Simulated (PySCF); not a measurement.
Chromium: a sound run and one with changed settings

Sound run: Cr [Ar] 3d5 4s1, Cr⁺ [Ar] 3d5. Calculation: PySCF 2.14, in cc-pVTZ-DK; scalar relativity by spin-free X2C-1e. In the sound run the correlated levels freeze [Ar]. The sound run starts from symmetry-adapted Hartree-Fock orbitals and uses a fine grid where one is needed.

Changed run: basis STO-3G, all-electron and non-relativistic. This setting is unsound on purpose.

```json
{"species": "Cr", "method": "UHF", "sound run (hartree)": "-1049.65430", "changed run (hartree)": "-1032.07613", "converged": "yes"}
{"species": "Cr", "method": "BP86", "sound run (hartree)": "-1050.94690", "changed run (hartree)": "-1033.03433", "converged": "yes"}
{"species": "Cr", "method": "PBE0", "sound run (hartree)": "-1050.57753", "changed run (hartree)": "-1032.78590", "converged": "yes"}
{"species": "Cr", "method": "MP2", "sound run (hartree)": "-1049.74839", "changed run (hartree)": "-1032.07666", "converged": "yes"}
{"species": "Cr⁺", "method": "UHF", "sound run (hartree)": "-1049.43361", "changed run (hartree)": "-1032.00295", "converged": "yes"}
{"species": "Cr⁺", "method": "BP86", "sound run (hartree)": "-1050.66973", "changed run (hartree)": "-1032.91934", "converged": "yes"}
{"species": "Cr⁺", "method": "PBE0", "sound run (hartree)": "-1050.31819", "changed run (hartree)": "-1032.67681", "converged": "yes"}
{"species": "Cr⁺", "method": "MP2", "sound run (hartree)": "-1049.51015", "changed run (hartree)": "-1032.00330", "converged": "yes"}
```

Ionisation energy of Cr:

| method | sound run (eV) | changed run (eV) |
| --- | --- | --- |
| UHF | 6.005 | 1.991 |
| BP86 | 7.542 | 3.129 |
| PBE0 | 7.057 | 2.969 |
| MP2 | 6.483 | 1.996 |
| SCS-MP2 | 6.164 | 1.993 |

A minimal basis cannot let orbitals breathe on ionisation and holds almost no correlation. The Hamiltonian changed with the basis, so the totals do not compare.

For comparison, NIST gives 6.767 eV between the lowest levels.
